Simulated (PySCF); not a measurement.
## Shapes and spin states of Hg₂Se

These are results of B3LYP/[Se def2-SVP, Hg def2-SVP with ECP60], scalar-relativistic core potentials, density fitting, no spin–orbit coupling, PySCF, not measurements.

Relaxations began from a few typed shapes and spin states; open shells are unrestricted. The search is not exhaustive: other isomers or separated fragments can lie lower, and high-lying points may rest on an excited occupation.

| spin | group | bonds | angles | imaginary modes (cm⁻¹) | ΔE (kJ/mol) | ΔE with ZPE (kJ/mol) |
| --- | --- | --- | --- | --- | --- | --- |
| singlet | D∞h | Se–Hg 2.611 Å (×2) | Hg–Se–Hg 180.0° | none | 0.0 | 0.0 |
| triplet | C2v | Se–Hg 2.847 Å (×2) | Hg–Se–Hg 99.0° | none | 6.9 | 6.2 |
| triplet | D∞h | Se–Hg 3.062 Å (×2) | Hg–Se–Hg 180.0° | 21i | 19.2 | – |

The lowest minimum found is the singlet D∞h: Se–Hg 2.611 Å (×2); Hg–Se–Hg 180.0°.

For the lowest minimum: with an element this heavy the missing spin–orbit coupling can shift these numbers.

The electron or spin density has lower symmetry than the nuclear frame for the triplet D∞h at 19.2 kJ/mol.
